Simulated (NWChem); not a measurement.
System: PbHF, singlet; SMILES [F][PbH]

Here is an NWChem input.

```
start job
memory heap 200 mb stack 900 mb global 1100 mb
geometry units angstroms noautoz
  Pb     0.042504     0.194890     0.000000
  H     -1.806491     0.364247     0.000000
  F     -0.030875    -1.854235     0.000000
end
basis spherical
  * library def2-svp
end
ecp
  Pb library def2-ecp
end
dft
  xc mn15
  grid coarse
  iterations 150
  mulliken
end
task dft gradient
```

NWChem printed, in part:

```
             Northwest Computational Chemistry Package (NWChem) 7.3.0
             --------------------------------------------------------

 CS  symmetry detected

                             Geometry "geometry" -> ""
                             -------------------------

 Output coordinates in angstroms (scale by  1.889725989 to convert to a.u.)

  No.       Tag          Charge          X              Y              Z
 ---- ---------------- ---------- -------------- -------------- --------------
    1 Pb                  82.0000     0.02161000     0.19931314     0.00000000
    2 H                    1.0000    -1.83145737     0.31595629     0.00000000
    3 F                    9.0000     0.00660411    -1.85107038     0.00000000

 Effective nuclear repulsion energy (a.u.)     215.5094694448

      Symmetry information
      --------------------

 Group name             Cs
 Group number              2
 Group order               2
 No. of unique centers     3

                                 NWChem DFT Module
                                 -----------------

 Summary of "ao basis" -> "ao basis" (spherical)
 ------------------------------------------------------------------------------
       Tag                 Description            Shells   Functions and Types
 ---------------- ------------------------------  ------  ---------------------
 Pb                         def2-svp                10       26   4s4p2d
 H                          def2-svp                 3        5   2s1p
 F                          def2-svp                 6       14   3s2p1d

      Symmetry analysis of basis
      --------------------------

        a'         32
        a"         13

            General Information
            -------------------
          SCF calculation type: DFT
          Wavefunction type:  closed shell.
          No. of atoms     :     3
          No. of electrons :    32
           Alpha electrons :    16
            Beta electrons :    16
          Charge           :     0
          Spin multiplicity:     1
          Use of symmetry is: on ; symmetry adaption is: on
          Maximum number of iterations: 150
          AO basis - number of functions:    45
                     number of shells:    19
          Convergence on energy requested:  1.00D-06
          Convergence on density requested:  1.00D-05
          Convergence on gradient requested:  5.00D-04

              XC Information
              --------------
                         MN15 Method XC Functional
                     Hartree-Fock (Exact) Exchange  0.440
                          MN15 Exchange Functional  1.000
                        MN15 Correlation Potential  1.000

             Grid Information
             ----------------
          Grid used for XC integration:  coarse
          Radial quadrature: Mura-Knowles
          Angular quadrature: Lebedev.
          Tag              B.-S. Rad. Rad. Pts. Rad. Cut. Ang. Pts.
          ---              ---------- --------- --------- ---------
          Pb                  1.80      104           7.0       302
          H                   0.35       35           8.0       302
          F                   0.50       35           8.0       302
          Grid pruning is: on
          Number of quadrature shells:   174
          Spatial weights used:  Erf1

      Superposition of Atomic Density Guess
      -------------------------------------

 Sum of atomic energies:        -319.15188365

      Non-variational initial energy
      ------------------------------

 Total energy =    -291.381606
 1-e energy   =    -593.161404
 2-e energy   =     242.733808
 HOMO         =      -0.253372
 LUMO         =      -0.058868

      Symmetry analysis of molecular orbitals - initial
      -------------------------------------------------

  Numbering of irreducible representations:

     1 a'          2 a"

  Orbital symmetries:

     1 a'          2 a'          3 a'          4 a'          5 a"
     6 a'          7 a'          8 a'          9 a'         10 a"
    11 a"         12 a'         13 a'         14 a"         15 a'
    16 a'         17 a"         18 a'         19 a'         20 a'
    21 a'         22 a"         23 a'         24 a"         25 a'
    26 a"

     ---------------------------------------------
      Total Density - Mulliken Population Analysis
     ---------------------------------------------

    Atom       Charge   Shell Charges
 -----------   ------   -------------------------------------------------------
    1 Pb  22    20.89   2.99 -0.95  1.19  0.70  3.37  2.62  0.55  0.37  9.74  0.30
    2 H    1     1.31   0.70  0.60  0.01
    3 F    9     9.81   1.99  1.16  0.81  3.59  2.25  0.00

   convergence    iter        energy       DeltaE   RMS-Dens  Diis-err
 ---------------- ----- ----------------- --------- --------- ---------
 d= 0,ls=0.0,diis     1   -292.6704345000 -3.52D+02  4.03D-02  7.60D-01
 d= 0,ls=0.0,diis     2   -292.2984200360  3.72D-01  2.42D-02  4.89D+00
 d= 0,ls=0.0,diis     3   -292.7611030934 -4.63D-01  2.40D-03  6.87D-03
 d= 0,ls=0.0,diis     4   -292.7619282000 -8.25D-04  5.92D-04  4.53D-04
 d= 0,ls=0.0,diis     5   -292.7620047007 -7.65D-05  1.54D-04  1.92D-05
  Resetting Diis
 d= 0,ls=0.0,diis     6   -292.7620096337 -4.93D-06  4.34D-05  1.29D-06
 d= 0,ls=0.0,diis     7   -292.7620099732 -3.40D-07  1.21D-05  1.13D-07
 d= 0,ls=0.0,diis     8   -292.7620099855 -1.23D-08  5.12D-06  1.61D-07

         Total DFT energy =     -292.762009985494
      One electron energy =     -594.305386417045
           Coulomb energy =      268.894213587612
    Exchange-Corr. energy =      -26.396827738164
 Nuclear repulsion energy =       59.045990582103

 Numeric. integr. density =       32.000100961449

                  Occupations of the irreducible representations
                  ----------------------------------------------

                     irrep           alpha         beta
                     --------     --------     --------
                     a'               12.0         12.0
                     a"                4.0          4.0

                       DFT Final Molecular Orbital Analysis
                       ------------------------------------

 Vector   14  Occ=2.000000D+00  E=-3.817395D-01  Symmetry=a"
              MO Center=  7.2D-03, -1.7D+00,  4.0D-15, r^2= 7.2D-01
   Bfn.  Coefficient  Atom+Function         Bfn.  Coefficient  Atom+Function
  ----- ------------  ---------------      ----- ------------  ---------------
    37      0.640434  3 F  pz                40     -0.451977  3 F  pz
    13     -0.122656  1 Pb pz                18     -0.099522  1 Pb d -1
    16     -0.094138  1 Pb pz                23      0.061025  1 Pb d -1
    10      0.044360  1 Pb pz                 7      0.044071  1 Pb pz

 Vector   15  Occ=2.000000D+00  E=-3.746981D-01  Symmetry=a'
              MO Center= -3.9D-02, -1.3D+00,  1.2D-15, r^2= 2.1D+00
   Bfn.  Coefficient  Atom+Function         Bfn.  Coefficient  Atom+Function
  ----- ------------  ---------------      ----- ------------  ---------------
    36      0.510806  3 F  py                39     -0.357254  3 F  py
    35     -0.291711  3 F  px                12      0.262517  1 Pb py
     3      0.213602  1 Pb s                 38      0.204950  3 F  px
     1     -0.163949  1 Pb s                  4      0.153508  1 Pb s
    21     -0.136831  1 Pb d  2              27      0.095888  2 H  s

 Vector   16  Occ=2.000000D+00  E=-2.784929D-01  Symmetry=a'
              MO Center= -6.1D-01,  1.5D-01, -3.9D-15, r^2= 3.2D+00
   Bfn.  Coefficient  Atom+Function         Bfn.  Coefficient  Atom+Function
  ----- ------------  ---------------      ----- ------------  ---------------
    27     -0.370595  2 H  s                 11      0.363100  1 Pb px
     3      0.322791  1 Pb s                 28     -0.316306  2 H  s
     4      0.230414  1 Pb s                  1     -0.211138  1 Pb s
    35      0.201380  3 F  px                14      0.172532  1 Pb px
    38     -0.154928  3 F  px                 8     -0.134414  1 Pb px

 Vector   17  Occ=0.000000D+00  E=-8.305462D-02  Symmetry=a"
              MO Center=  1.1D-02,  1.9D-01, -5.7D-15, r^2= 3.4D+00
   Bfn.  Coefficient  Atom+Function         Bfn.  Coefficient  Atom+Function
  ----- ------------  ---------------      ----- ------------  ---------------
    13      0.594902  1 Pb pz                16      0.544118  1 Pb pz
    10     -0.202577  1 Pb pz                 7     -0.198176  1 Pb pz
    37      0.176940  3 F  pz                40     -0.150040  3 F  pz
    23      0.047920  1 Pb d -1              18     -0.041597  1 Pb d -1

 Vector   18  Occ=0.000000D+00  E= 5.960743D-03  Symmetry=a'
              MO Center=  3.2D-02,  3.2D-01,  5.1D-17, r^2= 4.2D+00
   Bfn.  Coefficient  Atom+Function         Bfn.  Coefficient  Atom+Function
  ----- ------------  ---------------      ----- ------------  ---------------
    15      0.742844  1 Pb py                12      0.415426  1 Pb py
     3     -0.298767  1 Pb s                 34      0.298494  3 F  s
    36     -0.233660  3 F  py                39      0.195459  3 F  py
    14     -0.182523  1 Pb px                28     -0.172691  2 H  s
     9     -0.155141  1 Pb py                21      0.152545  1 Pb d  2

[...]

                         DFT ENERGY GRADIENTS

    atom               coordinates                        gradient
                 x          y          z           x          y          z
   1 Pb      0.040837   0.376647   0.000000   -0.000006  -0.002435   0.000000
   2 H      -3.460953   0.597071   0.000000    0.000304  -0.000320   0.000000
   3 F       0.012480  -3.498016   0.000000   -0.000298   0.002755   0.000000
```

Level: MN15/def2-SVP with def2 effective core potentials on Pb. Low-valent species are run as closed-shell singlets; no triplet was tried in these runs. Geometry: optimised at PBE0-D3(BJ)/def2-TZVP. def2 effective core potentials on Pb; no spin-orbit coupling.
